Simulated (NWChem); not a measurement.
System: C2H3O3, doublet; SMILES C(=O)(OC)[O]

Input file for NWChem:

```
start job
memory heap 200 mb stack 900 mb global 1100 mb
geometry units angstroms noautosym nocenter noautoz
  C      0.085839     1.797846    -0.083439
  O     -0.649734     0.572938    -0.307238
  C     -0.037151    -0.543735     0.052444
  O     -0.618989    -1.654880    -0.113013
  O      1.104704    -0.607295     0.559205
  H      1.018264     1.792767    -0.653036
  H      0.300922     1.925132     0.980243
  H     -0.572222     2.590608    -0.436708
end
basis spherical
  C library def2-svp
  O library def2-svp
  H library def2-svp
end
dft
  odft
  mult 2
  xc m05-2x
  iterations 150
end
cosmo
  do_cosmo_smd true
  solvent meg
end
task dft energy
```

All runs use the structure optimised with B3LYP/6-31G* (spherical d), spin-unrestricted. No stability test was run on the SCF state. Solvent: ethylene glycol.

Level: M05-2X/def2-SVP with SMD (1 M gas to 1 M solution), gas-phase geometry. Reactions with the solvent are ignored.

Q: Predict the main results of this run. (M05-2X/def2-SVP, spin-unrestricted, SMD on the gas-phase geometry.) Quantities: solvation free energy (kcal/mol); cavity-dispersion-structure term (kcal/mol); dipole in solution (D).

A: The solvation free energy (kcal/mol) is 1.5 and the cavity-dispersion-structure term (kcal/mol) is 8.7. The dipole in solution (D) is 4.10.
